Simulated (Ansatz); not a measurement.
Relaxation of CH$_{8}$BClSi$_{2}$ (13 atoms, charge 0, multiplicity 1), to a largest force component of 0.015 eV/Å in at most 40 steps.

All numbers below come from RKS BHLYP-D4/def2-SVP (Ansatz 0.2.0).

```xyz
13
Properties=species:S:1:pos:R:3
B -0.471 1.579 1.478
Si -1.163 0.910 -0.222
Si -2.998 -0.258 0.196
C -4.262 0.789 1.136
Cl -2.533 -1.882 1.474
H -1.213 2.347 2.107
H 0.590 1.350 1.854
H -1.498 2.002 -1.071
H -0.156 0.063 -0.849
H -3.577 -0.760 -1.008
H -5.161 0.279 1.307
H -4.494 1.691 0.445
H -3.777 1.226 1.985
```

Problem. Where does it end, and by what steps?

Solution. The run converged. After 30 steps the energy has fallen by 0.533 eV; Cl5 moved furthest, 1.13 Å.

```csv
step,energy less start (eV),largest force component (eV/Å),accepted
0,0.0000,2.901,yes
2,-0.4688,0.564,yes
4,-0.4960,0.124,yes
6,-0.5034,0.086,yes
8,-0.5077,0.093,yes
10,-0.5126,0.119,yes
12,-0.5179,0.100,yes
14,-0.5225,0.119,yes
16,-0.5271,0.090,yes
18,-0.5292,0.079,yes
20,-0.5304,0.048,yes
22,-0.5312,0.038,yes
24,-0.5319,0.040,yes
26,-0.5318,0.066,no
28,-0.5324,0.029,yes
30,-0.5326,0.014,yes
```

```xyz
13
Properties=species:S:1:pos:R:3
B -0.128 1.226 1.506
Si -1.159 1.201 -0.218
Si -2.975 -0.157 0.413
C -4.532 0.801 0.786
Cl -2.325 -1.046 2.207
H -0.452 1.969 2.388
H 0.794 0.488 1.693
H -1.682 2.529 -0.633
H -0.444 0.595 -1.368
H -3.259 -1.267 -0.522
H -5.296 0.143 1.208
H -4.927 1.253 -0.129
H -4.330 1.601 1.503
```

Whether the end is a true minimum wasn't checked by a vibrational analysis.

Time of the run: 2.4 min on 2 threads of Arm Neoverse V1, on a shared host, peak memory 0.3 GiB.
